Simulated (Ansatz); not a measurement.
Species: CH4N, SMILES `C=[NH2+]` (charge 1, multiplicity 1).

Task: Give a relaxed geometry from PBE0-D3(BJ)/def2-TZVP in Ansatz (a program for electronic structure).

Result: the end point of this relaxation (outside a Z-matrix the atoms follow the SMILES, hydrogens last).
Cartesian coordinates (Å) in one orientation:
```xyz
6

C      0.628     0.077    -0.029
N     -0.630    -0.077     0.029
H      1.217     0.038     0.882
H      1.106     0.245    -0.990
H     -1.212    -0.047    -0.805
H     -1.109    -0.236     0.912
```
